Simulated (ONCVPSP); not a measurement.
**F: one change to an ONCV potential, before and after**

* Element: fluorine (F)
* Generator: ONCVPSP 4.0.1
* Type: optimised norm-conserving Vanderbilt (ONCV)
* Functional: LDA (Perdew-Zunger)
* Relativity: scalar-relativistic
* Frozen core: [He]
* Valence charge: 7
* Reference configuration: 2s2 2p5
* Partial waves: 2s: rc 0.55 bohr, ncon 3, nbas 7, qcut 9.6 1/bohr, 1 projector; 2p: rc 1.15 bohr, ncon 4, nbas 7, qcut 9.9 1/bohr, 3 projectors, debl 0.4 Ha; d scattering state at 0.1 Ha: rc 1.25 bohr, ncon 5, nbas 9, qcut 7.4 1/bohr, 2 projectors, debl 0.3 Ha
* Local potential: polynomial inside 0.45 bohr (lpopt 5, dvloc0 6 Ha)
* Core correction: Teter function, fcfact 4.75, rcfact 1.4

In the p channel the program set the typed energies aside and used -0.415, 0.250, 0.650 Ha.

Change: p: qcut 9.3.

Cutoffs: the cutoffs (Ha) at which the residual kinetic energy of the hardest occupied pseudo-wave falls to 1 and 0.1 mHa per electron; they do not see the model core or the augmentation charge, which bear on the density cutoff. Errors are all-electron minus pseudo energies relative to the spin-unpolarised reference configuration.

Question: Predict the effect on cutoff, ghosts and configuration errors.

Answer: The potential gets neither clearly harder nor softer (59 Ha and 202 Ha → 59 Ha and 202 Ha); both files keep a bound ghost (p); of the 4 tests that both files solve, the error grows in 0 and shrinks in 4 by more than 15 % and 0.3 meV (median size 304.8 → 151.7 meV).

```tsv
quantity	base	changed
cutoff, loose	59 Ha	59 Ha
cutoff, tight	202 Ha	202 Ha
loose cutoff by channel	s 59 Ha, p 42 Ha	s 59 Ha, p 40 Ha
bound ghosts	p	p
GHOST(+) flags under 300 eV	d at 244.4 eV	d at 244.4 eV
error for 2s2 2p4, meV [ΔE 19.56 eV]	+14	-5.5
error for 2s2 2p3, meV [ΔE 58.07 eV]	+122	+33
error for 2s2 2p2, meV [ΔE 118.80 eV]	+487	+271
error for 2s2 2p1, meV [ΔE 204.67 eV]	+1382	+1023
s: phases at 0.56 bohr within 0.05 rad from the reference energy up to (Ha; the scan ends near 5)	to the end of the scan	to the end of the scan
p: phases at 1.16 bohr within 0.05 rad from the reference energy up to (Ha; the scan ends near 5)	to the end of the scan	to the end of the scan
d: phases at 1.27 bohr within 0.05 rad from the reference energy up to (Ha; the scan ends near 5)	to the end of the scan	to the end of the scan
rms error of d²Exc/dni dnj with the model core, mHa	1.35	1.17
```

 A true bound ghost makes a file unfit for plane-wave use even where its test errors are small: the radial tests pick states by their node count and pass the ghost by.
